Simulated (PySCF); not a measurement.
## Induced dipoles and field energies

Compound: C₆H₅ClO.
Cartesian coordinates in Å at the GFN2-xTB level; atoms count from 1:
```
atom  x, y, z in Å
C1    -2.4589   -0.4823   -0.0957
C2    -1.5007    0.4392   -0.1116
C3    -0.0955    0.1437   -0.0170
O4     0.3513   -1.1280    0.0935
C5     1.6887   -1.0913    0.1618
C6     2.1501    0.1877    0.0985
C7     0.9927    0.9924   -0.0179
Cl8    0.9522    2.6958   -0.1367
H9    -3.4980   -0.2167   -0.1691
H10   -2.2241   -1.5291   -0.0083
H11   -1.7286    1.4921   -0.1982
H12    2.2019   -2.0278    0.2534
H13    3.1646    0.5248    0.1295
```

Level: PBE0/def2-SVPD (PySCF); nuclei fixed, core orbitals frozen in the response. Permanent dipole (0.515, -1.006, 0.098) D (1 au = 2.5417 D). Static polarisability (au):

```
x   122.41   9.92   2.92
y     9.92  98.22  -2.58
z     2.92  -2.58  53.72
```

Only the terms in μ and α are kept: μ(F) = μ + αF and ΔE = −μ·F − ½ F·αF.

Problem. Apply 0.005 au along ±x, ±y and ±z in turn. Tabulate induced and total dipoles and both energy terms.

Solution. 
| field along | induced x (D) | induced y (D) | induced z (D) | total size (D) | −μ·F (kJ/mol) | −½F·αF (kJ/mol) |
| --- | --- | --- | --- | --- | --- | --- |
| +x | 1.556 | 0.126 | 0.037 | 2.254 | -2.660 | -4.017 |
| −x | -1.556 | -0.126 | -0.037 | 1.539 | +2.660 | -4.017 |
| +y | 0.126 | 1.248 | -0.033 | 0.688 | +5.196 | -3.223 |
| −y | -0.126 | -1.248 | 0.033 | 2.291 | -5.196 | -3.223 |
| +z | 0.037 | -0.033 | 0.683 | 1.412 | -0.506 | -1.763 |
| −z | -0.037 | 0.033 | -0.683 | 1.232 | +0.506 | -1.763 |

Problem. For the field (-0.0010, 0.0045, -0.0010) au, what is the induced dipole, and what angle does it make with the field?

Solution. αF = (-0.205, 1.105, -0.173) D, at 4.0° to the field. The polarisability along this direction, F·αF/F², is 94.60 au, against a mean of 91.45 au.

Problem. Which field along μ doubles the dipole in that direction (linear response)?

Solution. The polarisability along the dipole is 95.51 au, so F = 0.4463 au / 95.51 au = 0.0047 au = 0.24 V/Å; higher-order terms are ignored.

Problem. What field makes μF equal to kT at 400 K?

Solution. kT = 1.2667 × 10⁻³ Eh, so F = 0.00284 au = 14.6 MV/cm.

Problem. A unit point charge sits 8 Å away. Estimate the induction energy −αe²/2R⁴ with the mean polarisability, treating the molecule as a point.

Solution. R = 15.12 bohr, so the energy is −91.5/(2 × 15.12⁴) Eh = -2.3 kJ/mol. The charge–dipole term at its most favourable orientation, −μe/R², is -5.13 kJ/mol.

One conformer (not necessarily the lowest) at the GFN2-xTB geometry, without solvent, vibrations or thermal averaging.

These values come from a run that also computed excited states. The run took 35 s on one thread, Arm Neoverse V1, no GPU, on a shared host.
